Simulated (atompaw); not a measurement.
## What one change does to a pseudopotential (Pt, PAW (atompaw))

```json
{
  "Element": "platinum",
  "Generator": "atompaw 4.2.0.5",
  "Type": "PAW",
  "Functional": "PBEsol",
  "Relativity": "scalar-relativistic",
  "Frozen core": "[Kr] 4d10 4f14",
  "Valence charge": "18",
  "Reference configuration": "5s2 5p6 5d7 6s0 6p0 (charge +3)",
  "Partial waves": "5s (bound): rc 1.15 bohr; 6s (bound, empty): rc 1.95 bohr; 5p (bound): rc 1.80 bohr; 6p (bound, empty): rc 1.90 bohr; 5d (bound): rc 1.95 bohr; 5d channel at -1.6 Ry: rc 1.95 bohr",
  "Local potential": "troulliermartins scheme with l = 3 at 0 Ry, radius 1.30 bohr",
  "Core correction": "smooth core density matched at 1.15 bohr",
  "Augmentation charge": "sinc compensation charge, radius 1.55 bohr; PAW radius 1.95 bohr; waves and projectors: custom polynom vanderbiltortho"
}
```

All-electron outer shells of the reference configuration (PBEsol, scalar-relativistic, ld1.x):

```
shell  level (eV)  outermost node (bohr)  outermost maximum (bohr)
   5s     -137.10                   0.49                      0.87
   4f     -105.67                      –                      0.38
   5p      -90.88                   0.53                      0.98
   5d      -38.80                   0.57                      1.23
   6s      -32.33                   1.12                      2.10
   6p      -23.00                   1.31                      2.57
```

Change: wave 6s (bound): rc 1.95 bohr becomes 6s (bound): rc 1.50 bohr.

Cutoffs: the cutoffs (Ry, on a coarse ladder) from which the occupation-weighted sum of valence levels, in a spherical-Bessel basis at the reference potential, stays within 10 and 1 mRy of its value at 400 Ry; they do not see the model core or the augmentation charge, which bear on the density cutoff.

What does the change do?

The potential gets harder (45 Ry and 80 Ry → 80 Ry and 90 Ry); both files keep a bound ghost (s).

```csv
quantity,base,changed
"cutoff, loose",45 Ry,80 Ry
"cutoff, tight",80 Ry,90 Ry
loose cutoff by channel (10 mRy a level),"s 40 Ry, p 21 Ry, d 21 Ry","s 80 Ry, p 21 Ry, d 21 Ry"
bound ghosts,s,s
s: phases at 1.96 bohr within 0.05 rad from the reference energy up to (Ry; the scan ends near 5),to the end of the scan,to the end of the scan
p: phases at 1.96 bohr within 0.05 rad from the reference energy up to (Ry; the scan ends near 5),-0.2,-0.2
d: phases at 1.96 bohr within 0.05 rad from the reference energy up to (Ry; the scan ends near 5),2.4,2.4
lowest overlap eigenvalue by channel,"s 0.15, p 0.79, d 0.92","s 0.10, p 0.79, d 0.92"
```

 A true bound ghost makes a file unfit for plane-wave use even where its test errors are small: the radial tests pick states by their node count and pass the ghost by. The cutoffs see the waves, projectors and local potential, not the compensation charge or the core.
